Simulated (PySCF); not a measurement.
# Er(P5)I2 at several levels of theory

Computed with PySCF 2.14.0 (density fitting, no spin-orbit coupling) at the geometry relaxed with r2SCAN:

```xyz
8
Er(P5)I2 (singlet in the valence; each metal's 4f electrons, 11 of them, lie in its core potential, out of spins and levels)
Er   -0.0111    0.0000    0.0040
P     1.8302    0.0000    2.4651
P     0.5618    1.7187    2.4693
P    -1.4704    1.0681    2.4777
P    -1.4704   -1.0681    2.4777
P     0.5618   -1.7187    2.4693
I     2.3676    0.0000   -1.5084
I    -2.3694    0.0000   -1.5388
```

```csv
level,basis,state,HOMO (eV),gap (eV),charge on Er1 (e),population of f-type functions on Er1 (polarisation alone where 4f lies in the core),dipole about the centre of mass (D),largest force component (eV/Å)
r2SCAN,"Er lcecp-1-SVP with ECP57, P def2-SVP, I def2-SVP with ECP28",singlet,-6.65,2.05,0.78,0.02,2.46,0.02
M06-L,the same,singlet,-6.44,1.91,0.89,0.02,1.81,0.38
B3LYP,the same,singlet,-7.01,3.03,0.61,0.02,2.91,0.17
HF,the same,singlet,-9.39,8.06,1.10,0.03,4.18,0.58
```

In the lcecp rows the 4f levels are missing from HOMO and gap, and the state counts the valence alone.

Charges are Mulliken's, which hang on the basis. The relaxation used the grid (50, 194), these runs (75, 302) or, all-electron (x2c bases, spin-free X2C Hamiltonian), (99, 590).

Task: What does TPSS with Er lcecp-1-SVP with ECP57, P def2-SVP, I def2-SVP with ECP28 give here?

Result: state singlet, HOMO (eV) -6.44, gap (eV) 1.94, charge on Er1 (e) 0.72, population of f-type functions on Er1 (polarisation alone where 4f lies in the core) 0.02, dipole about the centre of mass (D) 2.37, largest force component (eV/Å) 0.20. Time: 17 s on 4 threads of Intel(R) Xeon(R) Platinum 8488C (Sapphire Rapids) (shared host), from an already converged density.

In the first row's basis the gap widens with exact exchange: 1.9 to 2.0 eV for M06-L, TPSS, r2SCAN (none); 3.0 eV for B3LYP (a fixed share); 8.1 eV for Hartree–Fock (rising or full at long range).

No frequency check is given that shows the relaxed geometry to be a minimum. An lcecp potential fixes the number of 4f electrons, so in runs with it no electron can move into or out of that shell.
